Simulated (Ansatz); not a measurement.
Cost and result for the atomization energy of C3H6BN, SMILES `C=C1CBN1` (11 atoms, 11 bonds).

```xyz
11

C     0.8982    1.3768   -0.7026
C     0.2630    0.3552   -0.1470
C    -0.9685   -0.4729   -0.4842
B    -0.5781   -1.2261    0.8697
N     0.5273   -0.3670    1.0302
H     0.5332    1.8031   -1.6271
H     1.7863    1.8084   -0.2560
H    -0.8872   -1.0347   -1.4169
H    -1.9001    0.0963   -0.4958
H    -0.9591   -2.1240    1.5533
H     1.2848   -0.2151    1.6765
```

The species carries charge 0 and has multiplicity 1. The geometry is a stationary point of PBE0-D4/def2-TZVP. Program: Ansatz. All runs use 2 threads of an AMD EPYC 9B14 on a shared host. Times are those of one run each, without the atoms' runs, and a repeat can differ threefold. Electronic energies, without spin–orbit coupling; frozen cores. CCSD(T)/CBS adds CCSD(T) − MP2 in def2-TZVPP to the MP2 limit, and its time is that of the two runs behind it. T1 = 0.013. B3LYP takes the VWN-RPA correlation (the form of Gaussian; ORCA's B3LYP/G). HSE06 is the plane-wave form, built on full-range PBE exchange.

CCSD(T)/CBS is a level of theory with its own doubt, some kJ/mol a heavy atom from the limit and from the frozen cores, so smaller differences don't rank the functionals.

```json
{"level": "LDA (SPW92)/def2-TZVPP", "functions": "239", "wall time": "1.3 s", "atomization (kcal/mol)": "1264.6", "difference from CCSD(T)/CBS": "172.4", "per bond": "15.7"}
{"level": "BLYP-D4/def2-TZVPP", "functions": "239", "wall time": "2.4 s", "atomization (kcal/mol)": "1101.7", "difference from CCSD(T)/CBS": "9.5", "per bond": "0.9"}
{"level": "BHLYP-D4/def2-TZVPP", "functions": "239", "wall time": "2.7 s", "atomization (kcal/mol)": "1068.8", "difference from CCSD(T)/CBS": "-23.4", "per bond": "-2.1"}
{"level": "HSE06-D4/def2-TZVPP", "functions": "239", "wall time": "3 s", "atomization (kcal/mol)": "1112.7", "difference from CCSD(T)/CBS": "20.5", "per bond": "1.9"}
{"level": "r2SCANh-D4/def2-TZVPP", "functions": "239", "wall time": "4.4 s", "atomization (kcal/mol)": "1095.9", "difference from CCSD(T)/CBS": "3.7", "per bond": "0.3"}
{"level": "B3LYP-D4/def2-TZVPP (with forces)", "functions": "239", "wall time": "4.5 s", "atomization (kcal/mol)": "1102.1", "difference from CCSD(T)/CBS": "9.9", "per bond": "0.9"}
{"level": "r2SCAN-D4/def2-TZVPP (with forces)", "functions": "239", "wall time": "4.5 s", "atomization (kcal/mol)": "1102.3", "difference from CCSD(T)/CBS": "10.1", "per bond": "0.9"}
{"level": "CCSD(T)/def2-SVP", "functions": "100", "wall time": "4.8 s", "atomization (kcal/mol)": "1048.5", "difference from CCSD(T)/CBS": "-43.7", "per bond": "-4.0"}
{"level": "B97M-V/def2-TZVPP", "functions": "239", "wall time": "8.5 s", "atomization (kcal/mol)": "1101.6", "difference from CCSD(T)/CBS": "9.4", "per bond": "0.9"}
{"level": "ωB97M-V/def2-TZVPP (with forces)", "functions": "239", "wall time": "10 s", "atomization (kcal/mol)": "1103.1", "difference from CCSD(T)/CBS": "10.9", "per bond": "1.0"}
{"level": "MP2/def2-QZVPP", "functions": "465", "wall time": "22 s", "atomization (kcal/mol)": "1103.1", "difference from CCSD(T)/CBS": "10.9", "per bond": "1.0"}
{"level": "CCSD(T)/def2-TZVPP", "functions": "239", "wall time": "5.3 min", "atomization (kcal/mol)": "1065.2", "difference from CCSD(T)/CBS": "-27.0", "per bond": "-2.5"}
{"level": "CCSD(T)/CBS(def2)", "functions": "–", "wall time": "5.7 min", "atomization (kcal/mol)": "1092.2", "difference from CCSD(T)/CBS": "0.0", "per bond": "0.0"}
```

In def2-TZVPP, CCSD(T) changes the Hartree–Fock value by +261.1 kcal/mol (the triples alone add +17.6 kcal/mol) and MP2 by +283.1 kcal/mol; breaking electron pairs costs correlation energy, which Hartree–Fock lacks. From BLYP to BHLYP (50 % exact exchange), in def2-TZVPP and without D4, the atomization energy moves by −27.4 kcal/mol: exact exchange takes away binding that semilocal exchange gives to molecules. At CCSD(T), def2-SVP lies −43.7 kcal/mol from the extrapolated value and def2-TZVPP −27.0 kcal/mol: correlation converges slowly with the basis, and small sets miss more of it in the bonded molecule than in its fragments.
